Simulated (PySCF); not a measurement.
**Correlation energy of Be (beryllium, neutral)**

[He] 2s2, closed-shell 1S. All numbers are calculated (PySCF 2.14, no relativity, point nucleus, in aug-cc-pVDZ (4s3p2d, 23 functions)). Frozen: 1s2; 2 electrons correlated.

Total MP2 correlation energy: -25.77 mhartree.

Same-spin part 0.00 and opposite-spin part -25.77 mhartree; SCS-MP2 scales them by 1/3 and 6/5 to -30.93 mhartree.

With two correlated electrons CCSD is exact within the correlated space (frozen core and kept virtual orbitals).

| level | correlation energy (mhartree) |
| --- | --- |
| CCSD | -44.52 |

Diagnostics: T1 = 0.019, D1 = 0.0275, largest double amplitude 0.123.

Cost of the coupled-cluster step: 0.07 s of wall time on 1 thread of Intel(R) Xeon(R) Platinum 8375C CPU @ 2.90GHz (shared host), for 2 correlated electrons.
